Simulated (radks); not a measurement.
Values are calculated unless marked as measured or tabulated.
Task: These are the eigenvalues of the occupied orbitals of an atom or ion with whole-number occupations (eV). Code: a radial shooting solver on a logarithmic mesh with Libxc functionals. Model: scalar-relativistic Kohn-Sham, PBEsol, spin-unpolarised, spherical densities, finite nucleus; Fermi nuclear charge, rms radius of each element as measured or else 0.836 A^(1/3) + 0.57 fm.

| orbital | eigenvalue |
|---|---|
| 1s | -83154.17 |
| 2s | -14780.96 |
| 2p | -12758.95 |
| 3s | -3549.870 |
| 3p | -2965.371 |
| 3d | -2348.584 |
| 4s | -816.8803 |
| 4p | -623.8814 |
| 4d | -394.9210 |
| 5s | -147.0785 |
| 4f | -141.5885 |
| 5p | -92.6075 |
| 5d | -30.6672 |
| 6s | -19.8600 |
| 6p | -10.6350 |

Which element is it, and in what charge state? The configuration may be excited.

Result: Z = 80, mercury, charge +1: Hg+ in [Xe] 4f12 5d10 6s1 6p2. The list shows which subshells hold electrons but not how many an open one holds; the 1s level, -3055.9 hartree, gives Z - s = 78.2 by -(Z - s)^2/2, which with screening and relativity narrows Z to a few neighbours, and the depths of the outer levels then fix element, charge and occupations together.
